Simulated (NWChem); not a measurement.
Everything below was run with NWChem. System: iodine monochloride (ClI), charge 0, spin multiplicity 1, at a geometry optimised with B3LYP/def2-SVP with def2 effective core potentials on I.

Job file:

```
start mol
memory heap 200 mb stack 900 mb global 1100 mb
geometry units angstroms nocenter noautoz noautosym
  Cl     0.000000     0.000000     1.807518
  I      0.000000     0.000000    -0.579770
end
basis spherical
  * library def2-svp
end
ecp
  I library def2-ecp
end
dft
  xc xpbe96 cpbe96
  semidirect memsize 60000000 filesize 0
  iterations 100
  convergence nolevelshifting
  cdft 1 1 charge -1.0 pop lowdin
end
task dft energy
```

The output up to the point where the run's verdict is printed (cleaned and shortened):

```
             Northwest Computational Chemistry Package (NWChem) 7.3.0
             --------------------------------------------------------

                                NWChem Input Module
                                -------------------

 Scaling coordinates for geometry "geometry" by  1.889725989
 (inverse scale =  0.529177249)

                             Geometry "geometry" -> ""
                             -------------------------

 Output coordinates in angstroms (scale by  1.889725989 to convert to a.u.)

  No.       Tag          Charge          X              Y              Z
 ---- ---------------- ---------- -------------- -------------- --------------
    1 Cl                  17.0000     0.00000000     0.00000000     1.80751800
    2 I                   53.0000     0.00000000     0.00000000    -0.57977000

 Effective nuclear repulsion energy (a.u.)     199.7198081458

            Nuclear Dipole moment (a.u.)
            ----------------------------
        X                 Y               Z
 ---------------- ---------------- ----------------
     0.0000000000     0.0000000000    -0.0000075589


 Summary of "ao basis" -> "" (spherical)
 ------------------------------------------------------------------------------
       Tag                 Description            Shells   Functions and Types
 ---------------- ------------------------------  ------  ---------------------
 *                          def2-svp                  on all atoms

 Summary of "ao basis" -> "ao basis" (spherical)
 ------------------------------------------------------------------------------
       Tag                 Description            Shells   Functions and Types
 ---------------- ------------------------------  ------  ---------------------
 Cl                         def2-svp                 8       18   4s3p1d
 I                          def2-svp                10       26   4s4p2d

 Summary of "ao basis" -> "ao basis" (spherical)
 ------------------------------------------------------------------------------
       Tag                 Description            Shells   Functions and Types
[...]
 d= 0,ls=0.0,diis    74   -757.1931204256  4.59D-03  9.93D-03  3.18D-02     6.1
 CDFT multipliers:
      1       -0.8317306746
      iter =    6
 d= 0,ls=0.0,diis    75   -757.1989904487 -5.87D-03  9.72D-03  2.15D-02     6.2
 CDFT multipliers:
      1       -0.8419375829
      iter =    6
 d= 0,ls=0.0,diis    76   -757.2016772007 -2.69D-03  3.32D-02  1.80D-02     6.3
 CDFT multipliers:
      1       -0.8292991814
      iter =    7
 d= 0,ls=0.0,diis    77   -757.1994473304  2.23D-03  5.80D-02  1.74D-02     6.4
 CDFT multipliers:
      1       -0.8239007813
      iter =    5
 d= 0,ls=0.0,diis    78   -757.1980316876  1.42D-03  5.41D-03  1.85D-02     6.4
 CDFT multipliers:
      1       -0.8211920435
      iter =    6
 d= 0,ls=0.0,diis    79   -757.1972851449  7.47D-04  7.70D-03  1.91D-02     6.5
 CDFT multipliers:
      1       -0.8232150191
      iter =    6
 d= 0,ls=0.0,diis    80   -757.1973949509 -1.10D-04  4.60D-03  2.07D-02     6.6
 CDFT multipliers:
      1       -0.8210450494
      iter =    6
 d= 0,ls=0.0,diis    81   -757.1971086563  2.86D-04  7.11D-03  1.97D-02     6.7
 CDFT multipliers:
      1       -0.8294125298
      iter =    5
 d= 0,ls=0.0,diis    82   -757.1982668666 -1.16D-03  3.65D-02  2.21D-02     6.7
 CDFT multipliers:
      1       -0.8294724225
      iter =    6
 d= 0,ls=0.0,diis    83   -757.1978257837  4.41D-04  3.36D-02  2.50D-02     6.8
 CDFT multipliers:
      1       -0.8260253250
      iter =    6
 d= 0,ls=0.0,diis    84   -757.1979468667 -1.21D-04  7.95D-03  2.14D-02     6.9
 CDFT multipliers:
      1       -0.8553534454
      iter =    6
 d= 0,ls=0.0,diis    85   -757.2047135760 -6.77D-03  5.08D-02  1.46D-02     7.0
 CDFT multipliers:
      1       -0.8639889499
      iter =    6
 d= 0,ls=0.0,diis    86   -757.2071288893 -2.42D-03  4.89D-02  1.12D-02     7.0
 CDFT multipliers:
      1       -0.8411904309
      iter =    7
 d= 0,ls=0.0,diis    87   -757.2015952259  5.53D-03  7.99D-03  1.75D-02     7.1
 CDFT multipliers:
      1       -0.8684864732
      iter =    7
 d= 0,ls=0.0,diis    88   -757.2078175860 -6.22D-03  4.80D-02  1.09D-02     7.2
 CDFT multipliers:
      1       -0.8528408540
      iter =    6
 d= 0,ls=0.0,diis    89   -757.2044384685  3.38D-03  5.68D-02  1.37D-02     7.3
 CDFT multipliers:
      1       -0.8300831209
      iter =    6
 d= 0,ls=0.0,diis    90   -757.1990735486  5.36D-03  5.76D-03  1.89D-02     7.3
 CDFT multipliers:
      1       -0.8360423571
      iter =    6
 d= 0,ls=0.0,diis    91   -757.2006403802 -1.57D-03  5.46D-02  1.70D-02     7.4
 CDFT multipliers:
      1       -0.8446823504
      iter =    7
 d= 0,ls=0.0,diis    92   -757.2028149023 -2.17D-03  5.04D-02  1.42D-02     7.5
 CDFT multipliers:
      1       -0.8389521880
      iter =    6
 d= 0,ls=0.0,diis    93   -757.2013814841  1.43D-03  5.69D-02  1.59D-02     7.6
 CDFT multipliers:
      1       -0.8444005900
      iter =    6
 d= 0,ls=0.0,diis    94   -757.2026873897 -1.31D-03  4.62D-02  1.46D-02     7.6
 CDFT multipliers:
      1       -0.8426473646
      iter =   10
 d= 0,ls=0.0,diis    95   -757.2023174745  3.70D-04  4.56D-02  1.47D-02     7.7
 CDFT multipliers:
      1       -0.8481735532
      iter =   11
 d= 0,ls=0.0,diis    96   -757.2035653676 -1.25D-03  5.35D-02  1.38D-02     7.8
 CDFT multipliers:
      1       -0.8373779305
      iter =    9
 d= 0,ls=0.0,diis    97   -757.2011808738  2.38D-03  1.19D-02  1.55D-02     7.9
 CDFT multipliers:
      1       -0.8438415546
      iter =    7
 d= 0,ls=0.0,diis    98   -757.2024935606 -1.31D-03  5.03D-02  1.48D-02     7.9
 CDFT multipliers:
      1       -0.8351398638
      iter =   10
 d= 0,ls=0.0,diis    99   -757.2005805167  1.91D-03  4.17D-03  1.62D-02     8.0
 CDFT multipliers:
      1       -0.8419244851
      iter =    7
 d= 0,ls=0.0,diis   100   -757.2022719898 -1.69D-03  3.91D-02  1.49D-02     8.1
  CDFT final multipliers
      1       -0.8504686194
```

The run did not converge; its last values are not results. The next line reads: Calculation failed to converge. NWChem stopped with the message: dft energy failed.
